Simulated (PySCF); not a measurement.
Simulated C 1s region for `C=C(Cl)C#CCF`, binding energy against the vacuum level.

Every computed line was given a Gaussian of 0.6 eV full width at half maximum and an area set by the number of equivalent atoms; the highest printed point is 100. Computed with PySCF 2.14.0, delta-SCF UKS SCAN, pcX-2 on the ionised atom, pcseg-1 elsewhere, spin-free X2C.

binding energy (eV), intensity and a bar:
```
    289.5          0 
    289.6          0 
    289.7          1 
    289.8          4 #
    289.9          9 ###
    290.0         18 #####
    290.1         31 #########
    290.2         47 ##############
    290.3         64 ###################
    290.4         79 ########################
    290.5         89 ###########################
    290.6         96 #############################
    290.7        100 ##############################
    290.8        100 ##############################
    290.9         96 #############################
    291.0         86 ##########################
    291.1         72 #####################
    291.2         54 ################
    291.3         36 ###########
    291.4         21 ######
    291.5         11 ###
    291.6          5 #
    291.7          2 #
    291.8          1 
    291.9          0 
    292.0          0 
    292.1          1 
    292.2          2 
    292.3          4 #
    292.4         10 ###
    292.5         19 ######
    292.6         30 #########
    292.7         43 #############
    292.8         51 ###############
    292.9         53 ################
    293.0         47 ##############
    293.1         36 ###########
    293.2         23 #######
    293.3         13 ####
    293.4          7 ##
    293.5          6 ##
    293.6          9 ###
    293.7         17 #####
    293.8         28 ########
    293.9         40 ############
    294.0         50 ###############
    294.1         53 ################
    294.2         49 ###############
    294.3         38 ###########
    294.4         26 ########
    294.5         15 ####
    294.6          7 ##
    294.7          3 #
    294.8          1 
    294.9          0
```

**Question.** Count the maxima, the lines and the sites behind this envelope.

**Answer.** The curve has 3 maxima (at 290.8, 292.9 and 294.1 eV). Under it lie 5 lines from 5 inequivalent carbon sites. At this width some lines have no maximum of their own.

**Question.** Decompose the envelope and assign each component. Numbering: `[CH2:1]=[C:2]([Cl:3])[C:4]#[C:5][CH2:6][F:7]`.

**Answer.** 
| position (eV) | relative area | line | atoms | environment |
| --- | --- | --- | --- | --- |
| 290.38 | 1 | C 1s | C1 | terminal =CH2 carbon |
| 290.73 | 1 | C 1s | C5 | alkyne carbon |
| 291.04 | 1 | C 1s | C4 | alkyne carbon |
| 292.87 | 1 | C 1s | C2 | vinylic C–Cl carbon |
| 294.09 | 1 | C 1s | C6 | sp3 C–F carbon |

**Question.** What are the centre and the root-mean-square width of the whole band?

**Answer.** The area-weighted mean of the lines is 291.82 eV. Their own spread about it is 1.42 eV (rms) and each Gaussian has σ = 0.6/2.355 = 0.25 eV; the variances add, which gives 1.45 eV.

The listed C 1s values span 3.71 eV, from C1 (bonded to C (double bond) and 2 H) to C6 (bonded to F, C and 2 H). Summing the Pauling electronegativity differences to the bonded atoms, each weighted by its formal bond order, gives -0.70 for the lowest site and +0.73 for the highest; no listed site has a larger sum than the highest.

No satellites, vibrations or lifetime broadening are included. The unrestricted hole states depart most from a pure doublet (⟨S²⟩ = 0.75; over 0.85 named) for C 1s of C2 (0.90), C 1s of C4 (0.90) and C 1s of C5 (0.87), which makes these values less certain. Geometry: GFN2-xTB; no solvent, vibrations or thermal averaging.
